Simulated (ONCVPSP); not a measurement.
## Rh (Z = 45) ONCV: all-electron and pseudo phase curves

Rh (Z = 45), optimised norm-conserving Vanderbilt (ONCV), made with ONCVPSP 4.0.1 (PBEsol, scalar-relativistic). Core [Kr], reference 4d8 5p1. Waves: s scattering state at 0.38 Ha: rc 2.80 bohr, ncon 4, nbas 7, qcut 2.7 1/bohr, 2 projectors, debl 1.2 Ha; 5p: rc 3.10 bohr, ncon 5, nbas 10, qcut 3.1 1/bohr, 2 projectors, debl 3.4 Ha; 4d: rc 1.40 bohr, ncon 4, nbas 6, qcut 7.7 1/bohr, 1 projector. Local part: polynomial inside 1.10 bohr (lpopt 5, dvloc0 6 Ha). Core correction: Teter function, fcfact 3, rcfact 1.6.

In the s channel the program set the typed energies aside and used 0.050, 1.250 Ha.

The phase is arctan(r·R′/R) of the radial function R(r), unwrapped; energies in Ha, scanned from -2 to 5 Ha. A pole is an energy at which the radial function vanishes at the test radius. The pseudo phase is shifted by a multiple of π to meet the all-electron one at the reference energy, and phase errors are pseudo minus all-electron; the curves can meet again beyond the range given. Levels narrower than the energy grid can be missing from the lists of poles.

| channel | radius (bohr) | reference energy (Ha) | poles, all-electron | poles, pseudo | unbroken range about the reference energy with phases within 0.05 rad | phase error 1 Ha above the reference energy (rad) |
| --- | --- | --- | --- | --- | --- | --- |
| s | 2.85 | 0.05 | 0.61, 4.29 | 0.61, 3.82 | below 3.9 | -0.000 |
| p | 3.15 | -0.06 | -1.90, 0.77, 3.73 | 0.73, 2.36, 3.73 | -1.9 to 1.3 | -0.019 |
| d | 1.42 | -0.28 | 1.91 | 1.88 | the whole range | -0.001 |

Note: ghosts flagged at negative energy: s at -73.8 eV (a further GHOST(-) flag falls on a real empty level of the atom); GHOST(+) flagged for p at 62.1 eV, p at 68.2 eV. A true bound ghost makes a file unfit for plane-wave use.

Phases in the d channel:

| E (Ha) | all-electron | pseudo |
| --- | --- | --- |
| -1.98 | 0.730 | 0.727 |
| -1.62 | 0.478 | 0.474 |
| -1.26 | 0.085 | 0.082 |
| -0.90 | -0.402 | -0.403 |
| -0.54 | -0.806 | -0.807 |
| -0.18 | -1.069 | -1.069 |
| 0.18 | -1.235 | -1.236 |
| 0.54 | -1.346 | -1.347 |
| 0.90 | -1.426 | -1.427 |
| 1.26 | -1.487 | -1.488 |
| 1.62 | -1.537 | -1.539 |
| 1.98 | -1.579 | -1.582 |
| 2.34 | -1.618 | -1.621 |
| 2.70 | -1.654 | -1.659 |
| 3.06 | -1.691 | -1.697 |
| 3.42 | -1.730 | -1.738 |
| 3.78 | -1.772 | -1.783 |
| 4.14 | -1.822 | -1.837 |
| 4.50 | -1.883 | -1.906 |
| 4.86 | -1.964 | -1.998 |
